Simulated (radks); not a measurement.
These are the eigenvalues of the occupied orbitals of an atom or ion with whole-number occupations (hartree). Calculated with a radial shooting solver on a logarithmic mesh with Libxc functionals: scalar-relativistic Kohn-Sham, Slater X-alpha with alpha = 0.643, spin-polarised, spherical densities, finite nucleus; Fermi nuclear charge, rms radius of each element as measured or else 0.836 A^(1/3) + 0.57 fm.

1s up: -3326.252
1s down: -3326.251
2s up: -597.4926
2s down: -597.4923
2p up: -511.4958
2p down: -511.4951
3s up: -144.1019
3s down: -144.1012
3p up: -119.5246
3p down: -119.5239
3d up: -94.72814
3d down: -94.72751
4s up: -32.95644
4s down: -32.95536
4p up: -24.90038
4p down: -24.89918
4d up: -15.67130
4d down: -15.66997
5s up: -5.71532
5s down: -5.71236
4f up: -5.50405
4f down: -5.50257
5p up: -3.44491
5p down: -3.44111
5d up: -0.93127
5d down: -0.91751
6s up: -0.51289
6s down: -0.44647
6p up: -0.16116

Which element is it, and in what charge state? The configuration may be excited. Open shells, if any, are filled with parallel spins first.

Answer. Z = 83, bismuth, charge 0: Bi in [Hg] 6p3. The list shows which subshells hold electrons but not how many an open one holds; the 1s level, -3326.3 hartree, gives Z - s = 81.6 by -(Z - s)^2/2, which with screening and relativity narrows Z to a few neighbours, and the depths of the outer levels then fix element, charge and occupations together.
